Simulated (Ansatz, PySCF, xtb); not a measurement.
Stretching the O4–H5 bond in GaH3O (SMILES [OH][GaH2]) (multiplicity 1 held, fragments rigid). Energies count from the point at 0.962 Å.
Geometry at that point (charge 0, multiplicity 1):
```json
[
 {"atom": "Ga", "x (Å)": "-0.2252", "y (Å)": "-0.2844", "z (Å)": "0.0258"},
 {"atom": "H", "x (Å)": "0.0603", "y (Å)": "-1.2972", "z (Å)": "1.1723"},
 {"atom": "H", "x (Å)": "-1.3595", "y (Å)": "-0.3087", "z (Å)": "-1.0529"},
 {"atom": "O", "x (Å)": "0.9382", "y (Å)": "1.0873", "z (Å)": "-0.0240"},
 {"atom": "H", "x (Å)": "0.7756", "y (Å)": "1.7230", "z (Å)": "-0.7275"}
]
```

Restricted levels (R-, RO-) in cc, def2 and unpolarised 6-31G sets keep to the state of the molecule at rest. Unrestricted levels (U-) break spin symmetry where that is lower. Levels need not reach the same state.

Correlated levels freeze the cores. Filled d and f shells under p-block atoms count as core. Rows in LANL2DZ carry no dispersion term and start afresh at each structure. LANL2DZ brings its own core potentials from Na on.

Programs: Ansatz (Gaussian orbitals); PySCF for LANL2DZ rows; xtb for the GFN methods.  The GFN methods have no spin term and hold the electronic entropy of 300 K.

| level | energy at R = 3.079 Å (kJ/mol) |
|---|---|
| GFN2-xTB | 556.8 |
| U-HF/LANL2DZ | 335.1 |
| R-PBE/cc-pVTZ | 612.0 |
| U-PBE/cc-pVTZ | 486.6 |
| U-r2SCAN/cc-pVTZ | 483.9 |
| R-B3LYP/cc-pVTZ | (withheld) |
| R-SCS-MP2/cc-pVTZ | 564.0 |
| U-CCSD/cc-pVTZ | 497.5 |
| U-CCSD(T)/cc-pVTZ | 503.9 |

Task: Complete the blanks.

Result: 
- R-B3LYP/cc-pVTZ, energy at R = 3.079 Å (kJ/mol): 677.6

Doubts at one or more of the structures used: a spin-contaminated determinant (U-HF/LANL2DZ, U-PBE/cc-pVTZ, U-r2SCAN/cc-pVTZ, U-CCSD/cc-pVTZ, U-CCSD(T)/cc-pVTZ); a restricted determinant that unrestricted orbitals would lower (R-PBE/cc-pVTZ, R-B3LYP/cc-pVTZ, R-SCS-MP2/cc-pVTZ).

Ansatz is an electronic-structure program.
